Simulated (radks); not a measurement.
All-electron atom: the neon ion Ne3+ in [He] 2s2 2p3. Calculated with a radial shooting solver on a logarithmic mesh with Libxc functionals: Dirac Kohn-Sham, PBEsol, spin-unpolarised, spherical densities, point nucleus; open shells are shared between the two j in proportion to 2j + 1.

Normalised radial functions P(r) = r R(r) (large component), r in bohr:

```
   r/bohr * 1s1/2, o 2p3/2 (the largest magnitude, 2.25, reaches the edge; | marks zero, & curves that meet)
 0.005566 o       *
 0.006798 o        *
 0.008303 o          *
  0.01014 o             *
  0.01239 o               *
  0.01513 o                  *
  0.01848 o                      *
  0.02257 o                          *
  0.02757 |o                             *
  0.03367 |o                                  *
  0.04113 |o                                       *
  0.05023 | o                                          *
  0.06135 | o                                              *
  0.07494 |  o                                                 *
  0.09153 |    o                                                 *
   0.1118 |     o                                                *
   0.1365 |       o                                            *
   0.1668 |          o                                    *
   0.2037 |             o                           *
   0.2488 |                o               *
   0.3039 |                    o  *
   0.3741 |               *       o
    0.457 |        *                o
   0.5582 |   *                      o
   0.6817 | *                       o
   0.8327 |*                     o
    1.017 *                  o
    1.242 *             o
    1.517 *        o
    1.853 *    o
    2.263 * o
    2.765 *o
```

1s1/2: eigenvalue -911.93 eV, 0 radial nodes, <r> = 0.158 bohr, 90 % of the charge inside 0.283 bohr. 2p3/2: eigenvalue -80.329 eV, 0 radial nodes, <r> = 0.755 bohr, 90 % of the charge inside 1.25 bohr.
